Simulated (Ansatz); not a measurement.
Species: C$_{8}$H$_{8}$B$_{2}$S, SMILES `s1c2c(ccc(B)c2)cc1B` (charge 0, multiplicity 1), formula C$_{8}$H$_{8}$B$_{2}$S.

Task: How many basis functions does frozen-core CCSD(T)/cc-pVDZ // PBE0-D4/def2-SVP (Ansatz, a first-principles code) use, how many core orbitals are frozen, and how many electrons are correlated?

Result: 198 basis functions and 15 frozen orbitals, which leaves 52 correlated electrons. Core time is of the order of minutes.
